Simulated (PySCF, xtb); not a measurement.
Ga(I)2(Me) (CH3GaI2), SMILES [I][Ga]([CH3])[I].

GFN2-xTB (xtb 6.7.1) at its own geometry gives an orbital gap of 3.98 eV and a dipole moment of 6.01 D.

Geometry: PBE0-D3(BJ)/def2-SVP. The def2 effective core potentials stand for the cores of I; spin–orbit coupling is left out.

**Question.** What does PBE0/def2-TZVP (PySCF) give? (An estimate is asked for; the answer gives what the named calculation found.)

**Answer.** gap 5.89 eV (levels -7.52 and -1.63 eV), dipole 2.12 D.
